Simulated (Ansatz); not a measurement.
A made-up structure of C2H5Te (charge +1), singlet:

C1  (-0.637, 1.214, -1.040)
Te2  (-1.265, -0.402, -0.186)
C3  (0.504, -0.970, 0.829)
H4  (-1.320, 1.782, -1.664)
H5  (0.378, 1.581, -0.920)
H6  (1.279, -0.233, 0.627)
H7  (-2.926, -0.532, 0.094)
H8  (0.271, -1.018, 1.892)
(Å)

It is relaxed with PBE-D4/def2-SVP and then PBE0-D4/def2-TZVP (Ansatz 0.2.0). Atoms count as bonded within 1.22 times the sum of their covalent radii (H–H: 0.88 Å). The end point is not checked to be a true minimum.

(1) Does its bonding change? (Judge from chemistry; the calculation decides.)

Results:

(1) The calculation gives: Yes. Formed: C1–C3; broken: none.

Where it ends: The first stage lowers the energy by 5.87 eV in 24 steps. It ends as C₂H₅Te ([CH2]1[CH2][TeH]1), total charge +1:
```tsv
atom	x (Å)	y (Å)	z (Å)
C1	-0.3236	0.8849	-0.5220
Te2	-1.6095	-0.9000	-0.5852
C3	0.2558	-0.1446	0.3055
H4	0.0777	1.0627	-1.5144
H5	-0.8564	1.7124	-0.0672
H6	1.0870	-0.7306	-0.0730
H7	-2.5082	-0.3689	0.7050
H8	0.1600	-0.0932	1.3841
```

Labels in which every atom is bracketed show which atoms are joined, not bond orders.

For scale, one of the runs: PBE0-D4/def2-TZVP relaxation, 142 basis functions, launched by `ansatz run in.yaml --threads 2 --pin off --events-out ev --progress --plain --max-ram 4352MiB`. Hardware: 2 CPU threads of an Arm Neoverse V2, shared host. Wall time about 14 s.
